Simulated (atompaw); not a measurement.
Before and after: PAW (atompaw) potential for gold (Au)

atompaw 4.2.0.5 input, output lines left out:

```
Au 79
GGA-PBE scalarrelativistic loggrid 2001 logderivrange -11 5 401
6 6 5 4 0 0
6 0 0
6 1 0
0 0 0
c
c
c
c
v
v
c
c
c
v
v
c
c
v
c
2
2.15 1.65 1.80 1.25
n
n
y
1.8
n
custom rrkj gramschmidtortho besselshape
bessel
1.15
1.50
1.30
2.15
1.95
2.15
```

All-electron outer shells of the reference configuration (PBE, scalar-relativistic, ld1.x):

| shell | level (eV) | outermost node (bohr) | outermost maximum (bohr) |
| --- | --- | --- | --- |
| 5s | -116.88 | 0.48 | 0.84 |
| 4f | -89.58 | – | 0.37 |
| 5p | -68.34 | 0.52 | 0.96 |
| 5d | -15.33 | 0.56 | 1.21 |
| 6s | -13.21 | 1.11 | 2.24 |
| 6p | -6.71 | 1.31 | 3.06 |

Change: wave 5d (bound): rc 1.95 bohr becomes 5d (bound): rc 2.04 bohr.

Cutoffs: the cutoffs (Ry, on a coarse ladder) from which the occupation-weighted sum of valence levels, in a spherical-Bessel basis at the reference potential, stays within 10 and 1 mRy of its value at 400 Ry; they do not see the model core or the augmentation charge, which bear on the density cutoff.

Task: What does the change do?

Result: The potential gets neither clearly harder nor softer (50 Ry and 100 Ry → 50 Ry and 90 Ry); the p channel sets the loose cutoff, while the largest relative change is in d, which becomes softer; neither file shows a bound ghost.

```tsv
quantity	base	changed
cutoff, loose	50 Ry	50 Ry
cutoff, tight	100 Ry	90 Ry
loose cutoff by channel (10 mRy a level)	s 30 Ry, p 40 Ry, d 21 Ry	s 30 Ry, p 40 Ry, d 18 Ry
bound ghosts	none	none
s: phases at 2.16 bohr within 0.05 rad from the reference energy up to (Ry; the scan ends near 5)	to the end of the scan	to the end of the scan
p: phases at 2.16 bohr within 0.05 rad from the reference energy up to (Ry; the scan ends near 5)	to the end of the scan	to the end of the scan
d: phases at 2.16 bohr within 0.05 rad from the reference energy up to (Ry; the scan ends near 5)	3.7	3.6
lowest overlap eigenvalue by channel	s 0.10, p 0.48, d 0.17	s 0.10, p 0.48, d 0.16
```

 The cutoffs see the waves, projectors and local potential, not the compensation charge or the core.
